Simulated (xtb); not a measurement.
xtb input for H2S2Zn, SMILES [SH][Zn][SH], GFN2-xTB. 

```
$ xtb mol.xyz --gfn 2 --sp --chrg 0 --uhf 0 --json
$ cat mol.xyz
5

Zn     0.00000000    -0.00000000    -0.29267142
S     -2.17608398    -0.02022440     0.32741880
H     -2.70952716     0.25988291    -0.84862947
S      2.17608397     0.02022440     0.32741880
H      2.70952716    -0.25988290    -0.84862947
```

Output:

```
[banner left out]
          |                Calculation Setup                |
           -------------------------------------------------



           -------------------------------------------------
          |                 G F N 2 - x T B                 |
           -------------------------------------------------

        Reference                      10.1021/acs.jctc.8b01176
      * Hamiltonian:
        H0-scaling (s, p, d)           1.850000    2.230000    2.230000
        zeta-weighting                 0.500000
      * Dispersion:
        s8                             2.700000
        a1                             0.520000
        a2                             5.000000
        s9                             5.000000
      * Repulsion:
        kExp                           1.500000    1.000000
        rExp                           1.000000
      * Coulomb:
        alpha                          2.000000
        third order                    shell-resolved
        anisotropic                    true
        a3                             3.000000
        a5                             4.000000
        cn-shift                       1.200000
        cn-exp                         4.000000
        max-rad                        5.000000


          ...................................................
          :                      SETUP                      :
          :.................................................:
          :  # basis functions                  26          :
          :  # atomic orbitals                  24          :
          :  # shells                           10          :
          :  # electrons                        16          :
          :  max. iterations                   250          :
          :  Hamiltonian                  GFN2-xTB          :
          :  restarted?                      false          :
          :  GBSA solvation                  false          :
          :  PC potential                    false          :
          :  electronic temp.          300.0000000     K    :
          :  accuracy                    1.0000000          :
          :  -> integral cutoff          0.2500000E+02      :
          :  -> integral neglect         0.1000000E-07      :
          :  -> SCF convergence          0.1000000E-05 Eh   :
          :  -> wf. convergence          0.1000000E-03 e    :
          :  Broyden damping             0.4000000          :
          :  net charge                          0          :
          :  unpaired electrons                  0          :
          ...................................................

 iter      E             dE          RMSdq      gap      omega  full diag
   1     -8.1012884 -0.810129E+01  0.106E+01    2.84       0.0  T
   2     -8.0988212  0.246717E-02  0.416E+00    3.11       1.0  T
   3     -8.0701042  0.287170E-01  0.368E+00    2.26       1.0  T
   4     -8.1095531 -0.394489E-01  0.110E+00    2.57       1.0  T
   5     -8.1113970 -0.184387E-02  0.338E-01    2.69       1.0  T
   6     -8.1116627 -0.265719E-03  0.126E-01    2.66       1.0  T
   7     -8.1116867 -0.240062E-04  0.114E-02    2.65       3.9  T
   8     -8.1116867 -0.393328E-08  0.464E-03    2.65       9.6  T
   9     -8.1116868 -0.214336E-07  0.190E-03    2.65      23.5  T
  10     -8.1116868 -0.135571E-07  0.553E-04    2.65      80.9  T
  11     -8.1116868 -0.115730E-09  0.741E-05    2.65     603.5  T

   *** convergence criteria satisfied after 11 iterations ***

         #    Occupation            Energy/Eh            Energy/eV
      -------------------------------------------------------------
         1        2.0000           -0.7252194             -19.7342
         2        2.0000           -0.7240189             -19.7016
         3        2.0000           -0.5237586             -14.2522
         4        2.0000           -0.5047824             -13.7358
         5        2.0000           -0.4982353             -13.5577
         6        2.0000           -0.4195839             -11.4175
         7        2.0000           -0.4066322             -11.0650
         8        2.0000           -0.3960914             -10.7782 (HOMO)
         9                         -0.2988593              -8.1324 (LUMO)
        10                         -0.1705668              -4.6414
        11                         -0.1669414              -4.5427
        12                         -0.1075338              -2.9261
        13                         -0.0738182              -2.0087
       ...                                ...                  ...
        24                          0.9180122              24.9804
      -------------------------------------------------------------
                  HL-Gap            0.0972320 Eh            2.6458 eV
             Fermi-level           -0.3474753 Eh           -9.4553 eV

 SCC (total)                   0 d,  0 h,  0 min,  0.002 sec
 SCC setup                      ...        0 min,  0.000 sec (  2.494%)
 Dispersion                     ...        0 min,  0.000 sec (  0.895%)
 classical contributions        ...        0 min,  0.000 sec (  0.473%)
 integral evaluation            ...        0 min,  0.000 sec ( 17.353%)
 iterations                     ...        0 min,  0.001 sec ( 51.193%)
 molecular gradient             ...        0 min,  0.001 sec ( 23.859%)
 printout                       ...        0 min,  0.000 sec (  3.509%)

         :::::::::::::::::::::::::::::::::::::::::::::::::::::
         ::                     SUMMARY                     ::
         :::::::::::::::::::::::::::::::::::::::::::::::::::::
         :: total energy              -8.086843402046 Eh    ::
         :: gradient norm              0.000457217984 Eh/a0 ::
         :: HOMO-LUMO gap              2.645818473423 eV    ::
         ::.................................................::
         :: SCC energy                -8.111687300295 Eh    ::
         :: -> isotropic ES            0.050779607449 Eh    ::
         :: -> anisotropic ES          0.000832953075 Eh    ::
         :: -> anisotropic XC          0.003679855440 Eh    ::
         :: -> dispersion             -0.002639783758 Eh    ::
         :: repulsion energy           0.024843898249 Eh    ::
         :: add. restraining           0.000000000000 Eh    ::
         :: total charge              -0.000000000000 e     ::
         :::::::::::::::::::::::::::::::::::::::::::::::::::::

           -------------------------------------------------
          |                Property Printout                |
           -------------------------------------------------

    * Orbital Energies and Occupations

         #    Occupation            Energy/Eh            Energy/eV
      -------------------------------------------------------------
         1        2.0000           -0.7252194             -19.7342
         2        2.0000           -0.7240189             -19.7016
         3        2.0000           -0.5237586             -14.2522
         4        2.0000           -0.5047824             -13.7358
         5        2.0000           -0.4982353             -13.5577
         6        2.0000           -0.4195839             -11.4175
         7        2.0000           -0.4066322             -11.0650
         8        2.0000           -0.3960914             -10.7782 (HOMO)
         9                         -0.2988593              -8.1324 (LUMO)
        10                         -0.1705668              -4.6414
        11                         -0.1669414              -4.5427
        12                         -0.1075338              -2.9261
        13                         -0.0738182              -2.0087
        14                         -0.0371126              -1.0099
Note: The following floating-point exceptions are signalling: IEEE_UNDERFLOW_FLAG IEEE_DENORMAL
normal termination of xtb
        15                         -0.0238078              -0.6478
        16                         -0.0230391              -0.6269
        17                         -0.0215668              -0.5869
        18                         -0.0201610              -0.5486
        19                         -0.0108911              -0.2964
       ...                                ...                  ...
        24                          0.9180122              24.9804
      -------------------------------------------------------------
                  HL-Gap            0.0972320 Eh            2.6458 eV
             Fermi-level           -0.3474753 Eh           -9.4553 eV

     #   Z          covCN         q      C6AA      α(0)
     1  30 Zn       1.668     0.310   121.422    21.525
     2  16 S        1.757    -0.344   156.069    21.028
     3   1 H        0.923     0.189     1.156     1.682
     4  16 S        1.757    -0.344   156.069    21.028
     5   1 H        0.923     0.189     1.156     1.682

 Mol. C6AA /au·bohr⁶  :       1449.065136
 Mol. C8AA /au·bohr⁸  :      77829.356349
 Mol. α(0) /au        :         66.943930


Wiberg/Mayer (AO) data.
largest (>0.10) Wiberg bond orders for each atom

 ---------------------------------------------------------------------------
     #   Z sym  total        # sym  WBO       # sym  WBO       # sym  WBO
 ---------------------------------------------------------------------------
     1  30 Zn   1.727 --     4 S    0.836     2 S    0.836
     2  16 S    2.104 --     3 H    0.936     1 Zn   0.836     4 S    0.331
     3   1 H    0.964 --     2 S    0.936
     4  16 S    2.104 --     5 H    0.936     1 Zn   0.836     2 S    0.331
     5   1 H    0.964 --     4 S    0.936
 ---------------------------------------------------------------------------

Topologies differ in total number of bonds
Writing topology from bond orders to xtbtopo.mol

molecular dipole:
                 x           y           z       tot (Debye)
 q only:        0.000       0.000      -1.204
   full:        0.000       0.000      -1.516       3.854
molecular quadrupole (traceless):
                xx          xy          yy          xz          yz          zz
 q only:       -2.178      -1.588       0.554       0.000      -0.000       1.624
  q+dip:       -5.895      -1.990       2.296      -0.000      -0.000       3.599
   full:       -6.288      -2.211       1.489      -0.000      -0.000       4.799


           -------------------------------------------------
          | TOTAL ENERGY               -8.086843402046 Eh   |
          | GRADIENT NORM               0.000457217984 Eh/α |
          | HOMO-LUMO GAP               2.645818473423 eV   |
           -------------------------------------------------

------------------------------------------------------------------------
------------------------------------------------------------------------
 total:
 SCF:
```

The run converged.
